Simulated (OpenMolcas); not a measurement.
Computed levels of 2s² 2p in ions with 5 electrons, in cm-1 above ²P°_1/2.

| Property | Result |
| --- | --- |
| Program | OpenMolcas |
| Method | CASSCF |
| Basis | ANO-R3 |
| Scalar Hamiltonian | X2C, finite nucleus |
| Spin-orbit coupling | state interaction with AMFI integrals over the reference wave functions, term energies averaged over their components |

Active space for each ion: 3 electrons in 4 orbitals (2s 2p).

```csv
Level,N2+,O3+,Ne5+
²P°_3/2,158,351,1208
```

Problem. Estimate ²P°_3/2 for F4+ from its neighbours O3+ and Ne5+.

Solution. ²P°_3/2 is fine structure, which grows about as the fourth power of a screened charge, so the fourth roots are averaged: ((351^0.25 + 1208^0.25) / 2)^4 = 683. The calculation gives 682, so the estimate is off by +0.1 %; the measured value is 746 (Moore, Atomic Energy Levels, vol. I, NSRDS-NBS 35 (1971 reprint of NBS Circular 467, 1949)).

Computed and measured levels are paired by configuration, term and J; levels that our copy of the source lacks, or whose pairing is in doubt (as where it misses far off the trend of its configuration), stay unpaired and out of the deviations. Levels of configurations outside the active space are missing.

° marks odd parity.
